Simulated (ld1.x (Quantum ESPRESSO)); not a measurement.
**Kr: PAW pseudisation with PBEsol, scalar-relativistic reference atom.**

krypton, PAW, made with ld1.x (Quantum ESPRESSO) 7.5 (PBEsol, scalar-relativistic). Core [Ar], reference 3d10 4s2 4p6. Waves: 4s (bound): rcut 1.30, rcutus 1.50 bohr; 4s channel at -0.9 Ry: rcut 1.30, rcutus 1.50 bohr; 4p (bound): rcut 1.55, rcutus 1.70 bohr; 4p channel at 0.55 Ry: rcut 1.55, rcutus 1.70 bohr; 3d (bound): rcut 0.75, rcutus 0.85 bohr; 3d channel at -5.6 Ry: rcut 0.75, rcutus 0.85 bohr. Local part: all-electron potential smoothed inside 1.50 bohr (lloc = -1). Core correction: Bessel-smoothed model core inside 0.45 bohr. Augmentation charge: PSQ, inside the norm-conserving radii.

Task: Does this generation succeed?

Result: No. ld1.x (Quantum ESPRESSO) 7.5 stopped with "compute_chi: chi too large beyond r_c": the function χ = (ε − T − V_loc)φ does not vanish beyond the cutoff radius.
